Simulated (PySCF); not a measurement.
C2H14Si4. Atoms are numbered in the order given.

```xyz
20

Si    -0.7236     2.1278     0.9111
C      0.3960     0.6710     0.4745
Si     1.3638     1.0599    -1.1012
C     -0.3960    -0.6710     0.4745
Si     0.7236    -2.1278     0.9111
Si    -1.3638    -1.0599    -1.1012
H      0.0818     3.3763     1.0559
H     -1.7562     2.3438    -0.1433
H     -1.4189     1.8394     2.2019
H      1.1540     0.6622     1.2832
H      2.2043     2.2674    -0.8526
H      0.4213     1.3581    -2.2200
H      2.2449    -0.0713    -1.5102
H     -1.1540    -0.6622     1.2832
H     -0.0818    -3.3763     1.0559
H      1.4189    -1.8394     2.2019
H      1.7562    -2.3438    -0.1433
H     -0.4213    -1.3581    -2.2200
H     -2.2449     0.0713    -1.5102
H     -2.2043    -2.2674    -0.8526
```
Charge 0, spin multiplicity 1.

Coordinates come from a ωB97X-D3(BJ)/def2-SVP optimisation. One conformer was computed; it need not be the lowest.

Level of theory: SMD-B3LYP/6-31G* run with PySCF.

Solvation free energies are E(SMD) − E(gas) at the gas-phase geometry, for 1 M in both phases. In vacuum the dipole moment is 0.75 D.

| solvent | ΔG(solv) (kcal/mol) | its non-electrostatic (CDS) part | dipole (D) |
|---|---|---|---|
| water | 4.8 | 6.3 | 1.23 |
| cyclohexanone | -0.2 | 1.1 | 1.17 |
| ethanol | -1.6 | -0.3 | 1.20 |
